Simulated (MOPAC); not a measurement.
Input file for MOPAC: PM7 on CH6OSn (SMILES C[O][SnH3]), a point of a bond scan (R = 3.000 Å).

```
PM7 1SCF PRECISE CHARGE=0 THREADS=1
CH6OSn

Sn     0.56358742 1    -0.14212840 1     0.07113681 1
O     -1.10911916 1     0.87441601 1    -0.23959734 1
C     -2.34967075 1     0.19758908 1    -0.23043021 1
H      0.76483557 1    -2.22592561 1    -2.07739844 1
H      1.77657773 1     1.04855157 1    -0.02640541 1
H      0.44542760 1    -0.86791309 1     1.61958641 1
H     -2.55889749 1    -0.28012433 1     0.73608768 1
H     -2.41218816 1    -0.57268664 1    -1.01075683 1
H     -3.13789932 1     0.93059938 1    -0.41939475 1
```

Output:

```
*******************************************************************************
 **                                                                           **
 **                              MOPAC v23.2.5                                **
 **                                                                           **
 *******************************************************************************
 ** MOPAC's Digital Object Identifier: https://doi.org/10.5281/zenodo.6511958 **
 **                                                                           **
 ** Please cite the open-source release paper for use of this MOPAC version:  **
 ** J. E. Moussa and J. J. P. Stewart (2026)                                  **
 ** MOPAC: An open-source semiempirical molecular orbital program             **
 ** J. Open Source Softw., 11(119), 8025, https://doi.org/10.21105/joss.08025 **
 *******************************************************************************

                              PM7 CALCULATION RESULTS

 *******************************************************************************
 *  PM7        - The PM7 Hamiltonian to be used
 *
 *
 *
 *                 CHARGE ON SYSTEM = 0
 *
 *
 *
 *  PRECISE    - TIGHTER CRITERIA TO BE USED
 *  1SCF       - DO 1 SCF AND THEN STOP
 *  THREADS=1  - MULTI-THREADING NOT USED
 *  T=         - A TIME OF 172800.0 SECONDS REQUESTED
 *  DUMP=N     - RESTART FILE WRITTEN EVERY 7200.0 SECONDS REQUESTED
 *******************************************************************************
PM7 1SCF PRECISE CHARGE=0 THREADS=1
 CH6OSn

   ATOM   CHEMICAL          X               Y               Z
  NUMBER   SYMBOL      (ANGSTROMS)     (ANGSTROMS)     (ANGSTROMS)

     1      Sn          0.56358742  *  -0.14212840  *   0.07113681  *
     2       O         -1.10911916  *   0.87441601  *  -0.23959734  *
     3       C         -2.34967075  *   0.19758908  *  -0.23043021  *
     4       H          0.76483557  *  -2.22592561  *  -2.07739844  *
     5       H          1.77657773  *   1.04855157  *  -0.02640541  *
     6       H          0.44542760  *  -0.86791309  *   1.61958641  *
     7       H         -2.55889749  *  -0.28012433  *   0.73608768  *
     8       H         -2.41218816  *  -0.57268664  *  -1.01075683  *
     9       H         -3.13789932  *   0.93059938  *  -0.41939475  *



          CARTESIAN COORDINATES

    NO.       ATOM           X           Y           Z

     1        Sn          0.5636     -0.1421      0.0711
     2         O         -1.1091      0.8744     -0.2396
     3         C         -2.3497      0.1976     -0.2304
     4         H          0.7648     -2.2259     -2.0774
     5         H          1.7766      1.0486     -0.0264
     6         H          0.4454     -0.8679      1.6196
     7         H         -2.5589     -0.2801      0.7361
     8         H         -2.4122     -0.5727     -1.0108
     9         H         -3.1379      0.9306     -0.4194

 General Reference for PM7:
 "Optimization of Parameters for Semiempirical Methods VI: More Modifications to the
 NDDO Approximations and Re-optimization of Parameters", J. J. P. Stewart, J. Mol. Mod., 1:32, 19 (2013)
 https://link.springer.com/article/10.1007/s00894-012-1667-x

           Empirical Formula: C H6 O Sn  =     9 atoms



      MOLECULAR POINT GROUP   :   C1


      RHF CALCULATION, NO. OF DOUBLY OCCUPIED LEVELS = 10



 ALL CONVERGERS ARE NOW FORCED ON
 SHIFT=10, PULAY ON, CAMP-KING ON
 AND ITERATION COUNTER RESET



 -------------------------------------------------------------------------------
 PM7 1SCF PRECISE CHARGE=0 THREADS=1
 CH6OSn



     1SCF WAS SPECIFIED, SO BFGS WAS NOT USED
     SCF FIELD WAS ACHIEVED


                              PM7 CALCULATION
                                                       MOPAC v23.2.5 Linux




          FINAL HEAT OF FORMATION =         95.79643 KCAL/MOL =     400.81225 KJ/MOL


          COSMO AREA              =        123.51 SQUARE ANGSTROMS
          COSMO VOLUME            =        110.09 CUBIC ANGSTROMS

          IONIZATION POTENTIAL    =          7.125412 EV
          HOMO LUMO ENERGIES (EV) =         -7.125 -0.230
          NO. OF FILLED LEVELS    =         10
          MOLECULAR WEIGHT        =        152.7478         POINT GROUP:  C1

          MOLECULAR DIMENSIONS (Angstroms)

            Atom       Atom       Distance
            H     9    H     4     5.28621
            H     8    H     5     4.22450
            H     4    H     6     2.58641


          SCF CALCULATIONS        =          1





   ATOM   CHEMICAL          X               Y               Z
  NUMBER   SYMBOL      (ANGSTROMS)     (ANGSTROMS)     (ANGSTROMS)

     1      Sn          0.56358742  *  -0.14212840  *   0.07113681  *
     2       O         -1.10911916  *   0.87441601  *  -0.23959734  *
     3       C         -2.34967075  *   0.19758908  *  -0.23043021  *
     4       H          0.76483557  *  -2.22592561  *  -2.07739844  *
     5       H          1.77657773  *   1.04855157  *  -0.02640541  *
     6       H          0.44542760  *  -0.86791309  *   1.61958641  *
     7       H         -2.55889749  *  -0.28012433  *   0.73608768  *
     8       H         -2.41218816  *  -0.57268664  *  -1.01075683  *
     9       H         -3.13789932  *   0.93059938  *  -0.41939475  *

                             CARTESIAN COORDINATES

   1   Sn        0.563587420    -0.142128400     0.071136810
   2    O       -1.109119160     0.874416010    -0.239597340
   3    C       -2.349670750     0.197589080    -0.230430210
   4    H        0.764835570    -2.225925610    -2.077398440
   5    H        1.776577730     1.048551570    -0.026405410
   6    H        0.445427600    -0.867913090     1.619586410
   7    H       -2.558897490    -0.280124330     0.736087680
   8    H       -2.412188160    -0.572686640    -1.010756830
   9    H       -3.137899320     0.930599380    -0.419394750


           Empirical Formula: C H6 O Sn  =     9 atoms



      MOLECULAR POINT GROUP   :   C1


                  EIGENVALUES
 -26.98017 -22.76764 -15.29493 -14.55206 -14.33986 -12.36945 -11.91882 -10.48966
  -9.98325  -7.12541  -0.22990   3.16466   4.19294   5.38033   5.75804   5.97835
   6.08341   6.80182


              NET ATOMIC CHARGES AND DIPOLE CONTRIBUTIONS

  ATOM NO.   TYPE          CHARGE      No. of ELECS.   s-Pop       p-Pop
    1         Sn           0.975336        3.0247     1.01299     2.01167
    2          O          -0.845113        6.8451     1.82762     5.01749
    3          C          -0.064842        4.0648     1.06098     3.00386
    4          H          -0.102177        1.1022     1.10218
    5          H          -0.128883        1.1289     1.12888
    6          H          -0.137094        1.1371     1.13709
    7          H           0.090894        0.9091     0.90911
    8          H           0.092620        0.9074     0.90738
    9          H           0.119259        0.8807     0.88074
 DIPOLE           X         Y         Z       TOTAL
 POINT-CHG.     2.118    -3.106     0.978     3.885
 HYBRID        -1.317     1.276     0.080     1.835
 SUM            0.801    -1.830     1.058     2.260


          ATOMIC ORBITAL ELECTRON POPULATIONS

     Atom    s        px        py        pz
    1 Sn   1.01299   0.55245   0.70526   0.75396
    2  O   1.82762   1.39608   1.66927   1.95214
    3  C   1.06098   0.86122   1.04372   1.09893
    4  H   1.10218
    5  H   1.12888
    6  H   1.13709
    7  H   0.90911
    8  H   0.90738
    9  H   0.88074

 **********************
 *                    *
 * JOB ENDED NORMALLY *
 *                    *
 **********************




 == MOPAC DONE ==
```

The run finished.

Cost: around 0.09 core-seconds (rough).
